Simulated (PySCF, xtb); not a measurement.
MoCl3, SMILES [Cl][Mo]([Cl])[Cl] (connectivity only; charge and spin as stated), neutral, multiplicity 4.

Harmonic wavenumbers (cm⁻¹) from GFN2-xTB (xtb) at its own minimum, in rising order: 93, 93, 103, 311, 368, 369.

Problem. What does PBE-D3(BJ)/def2-SVP (PySCF 2.14.0) give at its own minimum? (The exact figures need the calculation; the answer reports its results.)

Solution. 73, 92, 92, 363, 430, 430. Paired by order, the mean absolute difference is 35 cm⁻¹ and the zero-point energies are 1.9 and 2.1 kcal/mol.
